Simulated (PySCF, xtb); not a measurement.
C₄H₅BO₂, SMILES C#CB(O)C(C)=O.

GFN2-xTB run with xtb at its own geometry gives an orbital gap of 3.03 eV and a dipole moment of 4.45 D.

Geometry optimised at r2SCAN-D4/def2-SVP. The structure was generated by enumeration, and PubChem lists no compound with its InChIKey, so it may never have been made. One conformer was computed; it need not be the lowest.

Q: What does PBE/def2-TZVP (PySCF) give? (The exact figures need the calculation; the answer reports its results.)

A: gap 2.93 eV (levels -5.39 and -2.46 eV), dipole 3.19 D.
